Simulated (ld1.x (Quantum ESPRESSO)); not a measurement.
Building the ultrasoft potential for Be (BLYP, scalar-relativistic).

Be, ultrasoft, made with ld1.x (Quantum ESPRESSO) 7.5 (BLYP, scalar-relativistic). Core [He], reference 2s1 2p0 (charge +1). Waves: 2s (bound): rcut 1.70, rcutus 2.00 bohr; 2s channel at -0.4 Ry: rcut 1.70, rcutus 2.00 bohr; 2p (bound, empty): rcut 1.75, rcutus 2.40 bohr; 2p channel at 0.5 Ry: rcut 1.75, rcutus 2.40 bohr. Local part: all-electron potential smoothed inside 2.25 bohr (lloc = -1). Core correction: Bessel-smoothed model core, default radius (core density twice the valence density). Augmentation charge: PSQ, radius 1.55 bohr.

(1) Estimate the cutoffs (Ry, on a coarse ladder) from which the occupation-weighted sum of valence levels, in a spherical-Bessel basis at the reference potential, stays within 10 and 1 mRy of its value at 400 Ry.

(2) Does the potential have ghost states?

(3) Is the overlap operator S = 1 + Σ q|β⟩⟨β| positive definite (Bessel basis up to 400 Ry)?

(4) Tests: 2s2 2p0; 2s1.5 2p0; 2s1 2p1; 2s0 2p2; 2s0 2p1. Which has the largest error in its energy relative to the reference configuration, and how large is it?

## Answers

(1) 6 Ry and 6 Ry.

(2) No extra level below or beside the all-electron valence levels (s, p, d, f tested).

(3) Yes: its lowest eigenvalue is 0.55 (s channel).

(4) 2s0 2p1, with +6.3 meV (all-electron minus pseudo) on +3.87 eV.
